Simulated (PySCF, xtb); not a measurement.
C₄H₄F₂, SMILES C(=C)(F)/C=C\F.

GFN2-xTB in xtb at its own geometry gives an orbital gap of 3.59 eV and a dipole moment of 3.62 D.

Coordinates come from a B3LYP-D3(BJ)/def2-SVP optimisation. The structure was generated by enumeration; whether it is a known compound was not checked. One conformer was computed; it need not be the lowest.

Task: What does PBE0/def2-TZVP (PySCF) give? (An estimate is asked for; the answer gives what the named calculation found.)

Result: gap 5.80 eV (levels -6.90 and -1.09 eV), dipole 2.52 D.
